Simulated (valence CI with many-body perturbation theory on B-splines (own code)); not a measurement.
**Forbidden lines of As¹²⁺**

Computed by valence CI with perturbative core correlation (CI+MBPT): three valence electrons over a frozen Dirac-Fock core [Ar], radial functions for each j: 9 s, 9 p, 10 d, 8 f, 5 g, 3 h, 1 i, with the one-electron correlation potential Σ1 (screened to all orders), the two-electron term Σ2, the three-electron term Σ3, Breit, model QED; selected single and double excitations, second order for the rest, scaled by the run's own slope (own B-spline code, finite nucleus).

No measured levels were compared; by estimate terms of the open shell hold to 2 to 4 % of their energy, and close levels can change places. Core correlation moves these levels by up to 3800 cm⁻¹, and in measured spectra 5 to 20 % of such shifts remained as error; rates that hang on mixing are uncertain with them. Only levels of the ground parity were solved; by the run's estimate the other parity begins above the list, which can be wrong where configurations are misplaced.

Lines 1 to 50 of 79 in falling wavelength, among levels below 17.511 eV, chosen from the decays that carry over 1 % of a level's rate. Wavelengths and rates use the calculated energies, so an error of 2000 cm⁻¹ moves a line at 11420 Å by 23 % and its rate by three times that or more. Electric multipoles are in the length gauge, E1 and E2 with the static RPA response of the core. S is in atomic units (e²a₀⁴ for E2 and M2, e²a₀⁶ for E3), for M1 in squared Bohr magnetons. Weak lines are less certain than strong ones. Lines between different terms over intervals too small for the method are left out, as are lines whose strength nearly cancels. The highest levels of a list are the least certain.

Names give the largest LS component (configuration and term), which can be under half, so a name can repeat, a term be missing and a line seem to break the LS rules; names also repeat where a configuration has a term twice. Letters in brackets count levels of one name in rising energy.

| λ vac (Å) | Upper | Lower | Type | A (s⁻¹) | S (a.u.) |
| --- | --- | --- | --- | --- | --- |
| 31120 | 3d³ ⁴F_5/2 | 3d³ ⁴F_3/2 | M1 | 1.42e+00 | 9.51e+00 |
| 25890 | 3d³ ⁴F_7/2 | 3d³ ⁴F_5/2 | M1 | 2.47e+00 | 1.27e+01 |
| 23920 | 3d³ ⁴F_9/2 | 3d³ ⁴F_7/2 | M1 | 1.95e+00 | 9.88e+00 |
| 18710 | 3d³ ⁴P_5/2 | 3d³ ⁴P_3/2 | M1 | 2.08e+00 | 3.03e+00 |
| 11420 | 3d³ ²D_3/2 [a] | 3d³ ⁴P_5/2 | M1 | 1.53e+00 | 3.38e-01 |
| 11320 | 3d³ ²D_5/2 [a] | 3d³ ²D_3/2 [a] | M1 | 4.83e+00 | 1.56e+00 |
| 10440 | 3d³ ²P_3/2 | 3d³ ²P_1/2 | M1 | 5.05e+00 | 8.54e-01 |
| 8333 | 3d³ ²P_3/2 | 3d³ ²D_3/2 [a] | M1 | 1.43e+01 | 1.22e+00 |
| 7337 | 3d³ ²H_9/2 | 3d³ ²G_9/2 | M1 | 1.14e+01 | 1.66e+00 |
| 7178 | 3d³ ²D_3/2 [a] | 3d³ ⁴P_1/2 | M1 | 4.95e+00 | 2.72e-01 |
| 7094 | 3d³ ²D_3/2 [a] | 3d³ ⁴P_3/2 | M1 | 1.35e+01 | 7.17e-01 |
| 6941 | 3d³ ²H_11/2 | 3d³ ²G_9/2 | M1 | 7.17e+00 | 1.07e+00 |
| 6183 | 3d³ ²H_9/2 | 3d³ ²G_7/2 | M1 | 9.99e+00 | 8.76e-01 |
| 6114 | 3d³ ²P_1/2 | 3d³ ⁴P_1/2 | M1 | 2.28e+01 | 3.87e-01 |
| 5687 | 3d³ ²D_5/2 [a] | 3d³ ⁴P_5/2 | M1 | 3.19e+00 | 1.30e-01 |
| 4819 | 3d³ ²P_3/2 | 3d³ ⁴P_5/2 | M1 | 1.35e+01 | 2.24e-01 |
| 3856 | 3d³ ²P_3/2 | 3d³ ⁴P_1/2 | M1 | 1.07e+00 | 9.11e-03 |
| 3567 | 3d³ ²F_7/2 | 3d³ ²D_5/2 [a] | M1 | 3.91e-01 | 5.26e-03 |
| 3471 | 3d³ ²G_7/2 | 3d³ ⁴F_9/2 | M1 | 4.07e-01 | 5.05e-03 |
| 3380 | 3d³ ²F_5/2 | 3d³ ²D_5/2 [a] | M1 | 1.18e+00 | 1.01e-02 |
| 3339 | 3d³ ⁴P_5/2 | 3d³ ⁴F_9/2 | E2 | 7.54e-02 | 1.68e-01 |
| 3189 | 3d³ ²G_9/2 | 3d³ ⁴F_9/2 | M1 | 2.62e+01 | 3.15e-01 |
| 3063 | 3d³ ⁴P_3/2 | 3d³ ⁴F_5/2 | M1 | 1.72e+00 | 7.31e-03 |
| 3063 | 3d³ ⁴P_3/2 | 3d³ ⁴F_5/2 | E2 | 5.43e-02 | 5.23e-02 |
| 3048 | 3d³ ⁴P_1/2 | 3d³ ⁴F_5/2 | E2 | 6.12e-02 | 2.87e-02 |
| 3031 | 3d³ ²G_7/2 | 3d³ ⁴F_7/2 | M1 | 1.31e+01 | 1.09e-01 |
| 2930 | 3d³ ⁴P_5/2 | 3d³ ⁴F_7/2 | M1 | 6.52e-01 | 3.65e-03 |
| 2930 | 3d³ ⁴P_5/2 | 3d³ ⁴F_7/2 | E2 | 4.68e-02 | 5.42e-02 |
| 2814 | 3d³ ²G_9/2 | 3d³ ⁴F_7/2 | M1 | 1.31e+01 | 1.08e-01 |
| 2789 | 3d³ ⁴P_3/2 | 3d³ ⁴F_3/2 | M1 | 3.02e+00 | 9.71e-03 |
| 2776 | 3d³ ⁴P_1/2 | 3d³ ⁴F_3/2 | M1 | 2.18e-01 | 3.46e-04 |
| 2776 | 3d³ ⁴P_1/2 | 3d³ ⁴F_3/2 | E2 | 1.57e-01 | 4.61e-02 |
| 2713 | 3d³ ²G_7/2 | 3d³ ⁴F_5/2 | M1 | 1.56e+01 | 9.26e-02 |
| 2632 | 3d³ ⁴P_5/2 | 3d³ ⁴F_5/2 | M1 | 3.85e-01 | 1.56e-03 |
| 2603 | 3d³ ²F_5/2 | 3d³ ²D_3/2 [a] | M1 | 4.13e-01 | 1.62e-03 |
| 2427 | 3d³ ⁴P_5/2 | 3d³ ⁴F_3/2 | M1 | 3.64e-02 | 1.16e-04 |
| 2262 | 3d³ ²F_7/2 | 3d³ ²G_9/2 | M1 | 3.78e+00 | 1.30e-02 |
| 2223 | 3d³ ²H_9/2 | 3d³ ⁴F_9/2 | M1 | 3.66e+00 | 1.49e-02 |
| 2185 | 3d³ ²H_11/2 | 3d³ ⁴F_9/2 | M1 | 5.19e-01 | 2.41e-03 |
| 2174 | 3d³ ²D_5/2 [b] | 3d³ ²F_5/2 | M1 | 3.20e+01 | 7.32e-02 |
| 2139 | 3d³ ²D_3/2 [a] | 3d³ ⁴F_5/2 | M1 | 3.82e+01 | 5.54e-02 |
| 2139 | 3d³ ²F_7/2 | 3d³ ²G_7/2 | M1 | 1.29e+01 | 3.74e-02 |
| 2120 | 3d³ ²F_5/2 | 3d³ ⁴P_5/2 | M1 | 1.30e+00 | 2.75e-03 |
| 2108 | 3d³ ²D_3/2 [b] | 3d³ ²F_5/2 | M1 | 2.15e+01 | 2.98e-02 |
| 2103 | 3d³ ²D_5/2 [b] | 3d³ ²F_7/2 | M1 | 1.98e+01 | 4.10e-02 |
| 2070 | 3d³ ²F_5/2 | 3d³ ²G_7/2 | M1 | 8.10e+00 | 1.60e-02 |
| 2070 | 3d³ ²F_5/2 | 3d³ ²G_7/2 | E2 | 3.55e-01 | 7.23e-02 |
| 2034 | 3d³ ²H_9/2 | 3d³ ⁴F_7/2 | M1 | 2.51e+00 | 7.83e-03 |
| 2002 | 3d³ ²D_3/2 [a] | 3d³ ⁴F_3/2 | M1 | 2.46e+01 | 2.93e-02 |
| 1934 | 3d³ ²D_5/2 [a] | 3d³ ⁴F_7/2 | M1 | 5.05e+01 | 8.12e-02 |
